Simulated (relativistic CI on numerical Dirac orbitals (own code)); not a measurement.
**Au³⁺: 4f photoemission**

Computed with this model: Dirac-Coulomb-Breit CI, orbitals from a KLI potential per configuration, model QED (radiative potential, 1s self-energy scaled to tabulated hydrogen-like ionisation energies), valence Slater integrals scaled by 0.7, multiplet model of photoemission in the sudden approximation; configurations [Xe] 4f14 5d8 → [Xe] 4f13 5d8; 300 K; Lorentzian 0.25 eV and Gaussian 0.5 eV FWHM. Energies are those of the free ion, without screening or charge transfer. The energies are binding energies and can lie tens of eV above those of solids. S is read from ⟨S²⟩ = S(S + 1).

Field parameters in Wybourne normalisation: Td as Oh with Dq negative (B⁴₀ = 21Dq, B⁴₄ = √(5/14) B⁴₀). The field is a parameter set, without covalency.

Computed curve for Td, 10Dq = -8600 cm⁻¹, scaled to 100 at the maximum (points under 2 are left out and the grid is thinned):

```
Energy (eV)  Intensity
      126.5        2.1
      126.6        2.4
      126.7        2.8
      126.9        4.2
      127.0        5.3
      127.1        7.1
      127.2       10.1
      127.4       23.8
      127.5       37.1
      127.6       55.0
      127.7       74.9
      127.8       91.7
      128.0       97.7
      128.1       86.8
      128.2       71.7
      128.3       56.6
      128.5       34.7
      128.6       28.3
      128.7       24.0
      128.8       20.9
      128.9       18.1
      129.1       13.2
      129.2       11.3
      129.3        9.9
      129.4        8.9
      129.6        7.3
      129.7        6.5
      129.8        5.8
      129.9        5.2
      130.0        5.0
      130.2        5.4
      130.3        5.7
      130.4        6.1
      130.5        6.3
      130.6        6.5
      130.8        7.6
      130.9        8.8
      131.0       10.9
      131.1       14.3
      131.3       25.6
      131.4       33.3
      131.5       41.7
      131.6       49.6
      131.7       55.7
      131.9       58.0
      132.0       54.0
      132.1       47.8
      132.2       40.9
      132.4       28.5
      132.5       24.2
      132.6       21.1
      132.7       18.7
      132.8       16.5
      133.0       11.5
      133.1        9.2
      133.2        7.2
      133.3        5.7
      133.5        3.6
      133.6        2.8
      133.7        2.3
```

The ground state has S = 0.97, and the centroid lies at 129.76 eV.
